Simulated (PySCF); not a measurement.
Compound: C₄H₅FNOS (doublet state).
Structure used (GFN2-xTB), in Å, numbered top down from 1:
```
atom  x, y, z in Å
F1    -2.504   -1.298    0.267
C2    -2.152   -0.172    0.967
O3    -1.137    0.508    0.347
C4     0.118   -0.088    0.346
N5     1.138    0.837    0.450
C6     1.969    0.843   -0.548
C7     1.755   -0.060   -1.588
S8     0.395   -1.045   -1.324
H9    -3.024    0.490    0.978
H10   -1.885   -0.515    1.980
H11    0.186   -0.870    1.118
H12    2.792    1.538   -0.533
H13    2.343   -0.166   -2.477
```

The hyperfine couplings belong to this conformer and change with its torsions.

The species is `FCO[C@@H]1[N]C=CS1` [radical].

Theory: UKS B3LYP, pcH-1 on C F H N O S, non-relativistic, mean-field spin-orbit, GIAO (PySCF). The structure is a single GFN2-xTB conformer in the gas phase; no vibrational or solvent corrections. The geometry wasn't refined by DFT: couplings that depend on bond lengths, twists or pyramidal angles can differ widely from those at the functional's own minimum. The SCF solution wasn't tested for stability.

(1) Match the computed a_iso(13C) values +42.8, -27.1, -12.5, -1.0 MHz with the sites C2; C4; C6; C7.

Results:

(1) 
| site | a_iso (MHz) | ρ(0) (bohr⁻³) | position | distance from C7 (Å) | spin population | largest \|T\| (MHz) |
| --- | --- | --- | --- | --- | --- | --- |
| C2 | -1.0 | -0.0009 | 3 bonds from N5 | 4.67 | 0.00 | 1.4 |
| C4 | -12.5 | -0.0111 | 1 bond from N5 | 2.53 | -0.02 | 2.8 |
| C6 | -27.1 | -0.0241 | 1 bond from N5 | 1.39 | -0.08 | 9.2 |
| C7 | +42.8 | +0.0378 | largest spin population | 0.00 | +0.49 | 85.5 |

ρ(0) is the spin density at the nucleus and T the dipolar tensor; a_iso includes a spin–orbit part. The largest Mulliken spin populations are on C7 (+0.49), N5 (+0.35), S8 (+0.23) and C6 (-0.08). Three atoms exceed +0.15. Main spin sites, with 60 % or more of the largest population: N5, C7; positions count bonds from the nearest.

The SMILES `FCO[C@@H]1[N]C=CS1` draws the unpaired electron on N5, whose computed spin population is only +0.35.
